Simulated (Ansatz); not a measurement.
C₂H₈F₂Si₂, SMILES [SiH2]([SiH3])CC(F)F.

Coordinates come from a B3LYP-D3(BJ)/def2-SVP optimisation. This is a generated structure with no PubChem entry under its InChIKey; it may be hypothetical. The values are those of a single conformer.

Two levels are set side by side: PBE/def2-SVPD (Ansatz, a program for electronic structure) and CAM-B3LYP/def2-SVPD (Ansatz). Energy differences of separate SCF runs at the same geometry; the states with an electron removed or added have multiplicity 2 and 2. Differences are taken from unrounded values.

```
quantity                           CAM-B3LYP
---------------------------------  ---------
vertical ionisation energy (eV)        10.47
vertical singlet–triplet gap (eV)       6.50
```

Q: What does PBE give, and how far is it from CAM-B3LYP? (An estimate is asked for; the answer gives what the named calculation found.)

A: 
```
quantity                             PBE  PBE minus CAM-B3LYP
---------------------------------  -----  -------------------
vertical ionisation energy (eV)    10.03                -0.44
vertical singlet–triplet gap (eV)   5.99                -0.51
```
